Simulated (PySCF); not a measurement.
# Selenium: a sound run and one with changed settings

Sound run: Se [Ar] 3d10 4s2 4p4, Se⁺ [Ar] 3d10 4s2 4p3. Computed with PySCF 2.14 in jorge-DZP-DKH (8s6p2d1f, 43 functions), with the spin-free X2C one-electron Hamiltonian (Gaussian nucleus). In the sound run the correlated levels freeze [Ar] 3d10. The sound run starts from symmetry-adapted Hartree-Fock orbitals and uses a fine grid where one is needed.

Changed run: the non-relativistic Hamiltonian (point nucleus). This setting is unsound on purpose.

```tsv
species	method	sound run (hartree)	changed run (hartree)	converged
Se	UHF	-2427.93281	-2393.29783	yes
Se	BP86	-2430.00087	-2395.21963	yes
Se	M06-2X	-2429.80296	-2394.99715	yes
Se	MP2	-2427.96561	-2393.33021	yes
Se	CCSD(T)	-2427.97231	-2393.33681	yes
Se⁺	UHF	-2427.62254	-2392.98396	yes
Se⁺	BP86	-2429.64292	-2394.85826	yes
Se⁺	M06-2X	-2429.45334	-2394.64409	yes
Se⁺	MP2	-2427.64960	-2393.01067	yes
Se⁺	CCSD(T)	-2427.65543	-2393.01646	yes
```

Ionisation energy of Se:

```tsv
method	sound run (eV)	changed run (eV)
UHF	8.443	8.541
BP86	9.741	9.833
M06-2X	9.514	9.607
MP2	8.599	8.695
SCS-MP2	8.611	8.708
CCSD	8.620	8.715
CCSD(T)	8.623	8.717
```

Most of the change in total energy is the relativistic energy itself. On top of that the contraction fixes the core shape for the Hamiltonian it was made with, so the changed run is not a good calculation with the other Hamiltonian either.

For comparison, NIST gives 9.752 eV between the lowest levels.
